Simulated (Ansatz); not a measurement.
Program: Ansatz. Geometries: PBE0-D4/def2-TZVP. ΔE: electronic, gas phase. CCSD(T)/CBS adds triple-zeta CCSD(T) − MP2 to the extrapolated MP2 energy (def2 sets, frozen cores). This one scheme is used for every species. DFT in def2-TZVPP. Each species was taken in one conformer, which may not be the lowest.

Reaction (formal hydrolysis of the Si–Si bond): `C[SiH](N)[SiH2]N` + H₂O → `C[SiH](N)O` + `N[SiH3]`

Problem. Is it downhill or uphill in electronic energy at CCSD(T)/CBS, and by how much? (Best estimate.)

Solution. Ansatz gave: Downhill: ΔE = -119.1 kJ/mol.

Problem. What do these levels give: r2SCAN-D4, ωB97M-V, MP2/def2-TZVPP, CCSD(T)/def2-TZVPP, HF/def2-QZVPP, HF/CBS(def2)? (An estimate is asked.)

Solution. Computed: r2SCAN-D4 -119.6, ωB97M-V -126.0, MP2/def2-TZVPP -126.7, CCSD(T)/def2-TZVPP -121.4, HF/def2-QZVPP -153.0, HF/CBS(def2) -153.2 kJ/mol.

Largest T1 diagnostic among the species: 0.011.

From PBE to PBE0 (25 % exact exchange), in def2-TZVPP and without D4, ΔE moves by −6.5 kJ/mol. The D4 term adds +10.7 kJ/mol with B3LYP and +6.4 kJ/mol with PBE0; it sums over pairs of atoms, weighted by their polarisabilities, and B3LYP, whose exchange is more repulsive, gets the larger term.

B3LYP here is the variant with VWN-RPA as its local correlation; programs differ in this.
